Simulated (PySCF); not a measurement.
SnEt2I2, C4H10I2Sn.
Cartesian coordinates in Å at the PBE0-D3(BJ)/def2-SVP level; atoms count from 1:
```xyz
17
C4H10I2Sn angstrom
Sn    -0.2617   -0.0082   -0.1858
C     -0.5129   -0.0278    1.9583
C     -1.9620    0.1002    2.3939
H      0.1116    0.7944    2.3427
H     -0.0621   -0.9751    2.2958
H     -2.0419    0.0872    3.4930
H     -2.4103    1.0415    2.0404
H     -2.5754   -0.7284    2.0074
C      1.7032   -0.0561   -1.0736
C      1.6631   -0.0399   -2.5915
H      2.1886   -0.9639   -0.6806
H      2.2405    0.8145   -0.6638
H      2.6818   -0.0615   -3.0117
H      1.1200   -0.9101   -2.9916
H      1.1657    0.8651   -2.9739
I     -1.4757    2.2227   -1.1361
I     -1.6010   -2.1553   -1.1625
```

Method: TDDFT PBE0/def2-SVPD, vertical, gas phase, core orbitals frozen in the response, def2 core potentials past Kr in PySCF. Spin–orbit coupling is left out.

Ground-to-excited transition dipoles (e·a0, same axes as the geometry; the sign carries no meaning), for the states with f of 0.002 or more among the lowest 10:

```
state  E (eV)      μx      μy      μz
   S1   4.481  -0.024  -0.664   0.007
   S2   4.526  -0.348   0.027   0.462
   S4   4.697   0.348  -0.001   0.278
   S5   5.697   0.242  -0.010  -0.323
   S8   5.983  -0.306   0.015   0.403
   S9   6.052  -0.009  -0.149  -0.013
  S10   6.165  -0.614  -0.017  -0.473
```

What oscillator strength does each state have?

f = (2/3) ΔE |μ|² with ΔE in hartree (27.2114 eV).

| state | \|μ\|² (au) | \|μ\| (D) | f |
| --- | --- | --- | --- |
| S1 | 0.442 | 1.69 | 0.049 |
| S2 | 0.335 | 1.47 | 0.037 |
| S4 | 0.198 | 1.13 | 0.023 |
| S5 | 0.163 | 1.03 | 0.023 |
| S8 | 0.256 | 1.29 | 0.038 |
| S9 | 0.023 | 0.38 | 0.003 |
| S10 | 0.602 | 1.97 | 0.091 |

What angle do the transition dipoles of S1 and S10 make?

|cos θ| = |μa·μb| / (|μa| |μb|) = 0.04, so θ ≈ 87° (taken between 0 and 90°, since the signs are arbitrary).

What peak molar absorption coefficient would the strongest computed level give as a lone Gaussian band 0.5 eV wide at half height?

ε(max) = 2.175×10⁸ f / FWHM, with the width in cm⁻¹. S10: 2.175×10⁸ × 0.0909 / 4033 ≈ 4900 L mol⁻¹ cm⁻¹.

One conformer stands for the species.
